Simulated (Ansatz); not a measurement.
Program: Ansatz. Geometries: PBE0-D4/def2-TZVP. ΔE: electronic, gas phase. CCSD(T)/CBS is the MP2 limit (def2-TZVPP, def2-QZVPP) plus CCSD(T) − MP2 in def2-TZVPP, frozen cores. This one scheme is used for every species. Double bonds are as drawn, so ΔE can hold a change between cis and trans. DFT in def2-TZVPP. B3LYP here is the variant with VWN-RPA as its local correlation; programs differ in this. Each species was taken in one conformer, which may not be the lowest.

Consider the hydrogenolysis of a C–C bond: `C/C([SiH3])=C\N` + H₂ → `N/C=C/[SiH3]` + CH₄.

`C/C([SiH3])=C\N`:

```xyz
14

C    -1.266   -0.601    0.527
C     0.049    0.046    0.185
Si    1.189    0.627    1.508
C     0.401    0.221   -1.102
N    -0.370   -0.100   -2.190
H    -1.372   -1.586    0.055
H    -1.380   -0.758    1.602
H    -2.117    0.010    0.201
H     1.592   -0.484    2.419
H     0.562    1.664    2.380
H     2.414    1.207    0.889
H     1.346    0.693   -1.357
H     0.095   -0.213   -3.073
H    -1.144   -0.725   -2.044
```

H₂:

Cartesian coordinates in Å:
```
H 0.361 0.008 -0.095
H -0.361 -0.008 0.095
```

`N/C=C/[SiH3]`:

Cartesian coordinates in Å:
```
N 1.080 0.277 1.915
C 0.173 0.021 0.925
C 0.366 0.149 -0.398
Si -0.982 -0.147 -1.608
H 2.046 0.373 1.653
H 0.925 -0.136 2.817
H -0.804 -0.273 1.304
H 1.355 0.448 -0.745
H -1.307 1.064 -2.416
H -2.207 -0.556 -0.863
H -0.644 -1.222 -2.585
```

CH₄:

Z-matrix (Å, degrees):
```
C
H 1 1.090
H 1 1.090 2 109.5
H 1 1.090 2 109.5 3 -120.0
H 1 1.090 2 109.5 3 120.0
```

```
             level  ΔE (eV)
            B2PLYP    -0.76
              PBE0    -0.75
             B3LYP    -0.83
SCS-MP2/def2-TZVPP    -0.68
   CCSD/def2-TZVPP    -0.73
     HF/def2-QZVPP    -0.96
SCS-MP2/def2-QZVPP    -0.67
    CCSD/CBS(def2)    -0.72
```

Question: What does CCSD(T)/CBS give? (Estimate.)

Answer: The calculation gave: -0.67 eV. The listed levels differ from it by -0.09, -0.08, -0.16, -0.01, -0.06, -0.29, 0.00, -0.05 eV.

Largest T1 diagnostic among the species: 0.012.

The D4 term adds +0.12 eV with B3LYP and +0.07 eV with PBE0; it sums over pairs of atoms, weighted by their polarisabilities, and B3LYP, whose exchange is more repulsive, gets the larger term. In def2-TZVPP, CCSD(T) changes the Hartree–Fock value by +0.28 eV (the triples alone add +0.05 eV) and MP2 by +0.34 eV.
